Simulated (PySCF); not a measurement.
# Working out the ionisation energy of Kr(2+)

Kr(2+) [Ar] 3d10 4s2 4p4 (3P) → Kr(3+) [Ar] 3d10 4s2 4p3 (4S). All numbers are calculated (PySCF 2.14, a scalar-relativistic core potential, in aug-cc-pVTZ-PP with one added diffuse shell each of s, d, f type with ECP10MDF (7s5p5d3f, 68 functions)). Frozen: 3s2 3p6 3d10. Energies in hartree (1 hartree = 27.21139 eV):

```tsv
part	Kr(2+) (lower)	Kr(3+) (upper)
UHF	-460.864365	-459.602530
CCSD correlation	-0.129769	-0.098857
(T)	-0.003094	-0.002249
```

What does Hartree-Fock give?

(-459.602530) − (-460.864365) = 1.261835 hartree = 34.336 eV.

What do CCSD and CCSD(T) give?

The CCSD correlation energies differ by 0.030912 hartree = 0.841 eV and the triples by 0.000845 hartree = 0.023 eV, so CCSD gives 35.177 eV and CCSD(T) 35.200 eV.

Reference: 35.838 ± 0.02 eV (measured; NIST Atomic Spectra Database, ionization energies), between the lowest levels; spin-orbit coupling is absent from the calculation.

What remains against the reference includes basis incompleteness, the frozen core and higher excitations.
